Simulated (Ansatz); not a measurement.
Spin states of O2Pt (SMILES [O]=[Pt]=[O]), each relaxed at B3LYP-D3(BJ)/def2-TZVP; lowest solutions found, singlets restricted, no spin–orbit coupling, no relativity up to Kr.
Multiplicity 1 (charge 0, multiplicity 1):
```xyz
3

Pt    -0.010     0.015    -0.022
O      1.290     0.221    -1.095
O     -1.314    -0.189     1.047
```
Multiplicity 3 (charge 0, multiplicity 3):
```
atom    x (Å)    y (Å)    z (Å)
----  -------  -------  -------
Pt     0.2285  -0.1624   0.2337
O      1.1276   0.3031  -1.1869
O     -1.3892  -0.0933   0.8829
```

Programs: Ansatz (Gaussian orbitals).  In def2 rows elements past Kr take small-core potentials, without spin–orbit coupling.

The energy of multiplicity 3 less that of multiplicity 1 (kcal/mol) and the share of exact exchange:

| functional | exact exchange (%) | value |
|---|---|---|
| PBE/def2-TZVPP | 0 | 29.81 |
| PBE0/def2-TZVPP | 25 | 25.33 |
| BLYP/def2-TZVPP | 0 | 29.46 |
| B3LYP/def2-TZVPP | 20 | 26.46 |
| BHLYP/def2-TZVPP | 50 | 15.57 |
| r2SCAN/def2-TZVPP | 0 | 27.28 |
| r2SCANh/def2-TZVPP | 10 | 25.54 |

Q: Take the value as linear in the share of exact exchange along PBE and PBE0. Give the slope, say whether the sign turns, and set the other functionals against that line.

A: 
Slope: (25.33 − (29.81))/2.5 = -1.79 kcal/mol for each 10 %. The line keeps its sign from 0 to 100 %. At 50 % it gives 20.9 kcal/mol. The LYP pair gives (15.57 − (29.46))/5 = -2.78 for each 10 %. BHLYP, at 50 %, lies -5.3 from the PBE line. B3LYP, at 20 %, lies 0.2 from the PBE line. r2SCAN, with none, stands -2.5 from PBE. The r2SCAN pair gives -1.74 for 10 %.

Ansatz is a program for electronic structure.
